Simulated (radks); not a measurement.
The numbers below are computed, except where a source is named.
Problem. The mean radii <r> (bohr) of the occupied orbitals of an atom or ion are listed with their occupations. Code: a radial shooting solver on a logarithmic mesh with Libxc functionals. Model: scalar-relativistic Kohn-Sham, LDA (Slater exchange, VWN5 correlation), spin-polarised, spherical densities, finite nucleus; Fermi nuclear charge, rms radius of each element as measured or else 0.836 A^(1/3) + 0.57 fm.

| orbital | occ. | <r> |
|---|---|---|
| 1s up | 1 | 0.05212 |
| 1s down | 1 | 0.05207 |
| 2s up | 1 | 0.2253 |
| 2s down | 1 | 0.2261 |
| 2p up | 3 | 0.1950 |
| 2p down | 1 | 0.1959 |

Name the element and its charge. Open shells, if any, are filled with parallel spins first.

Solution. Z = 29, copper, charge +21: Cu21+ in [He] 2s2 2p4. The 1s radius gives Z: for a bare nucleus <r> = (2 gamma + 1)/(2Z) with gamma = sqrt(1 - (Z/c)^2), 0.05094 bohr for Z = 29, and screening makes it slightly larger (0.05212 here). The occupations add up to 8, and the charge is Z minus that.
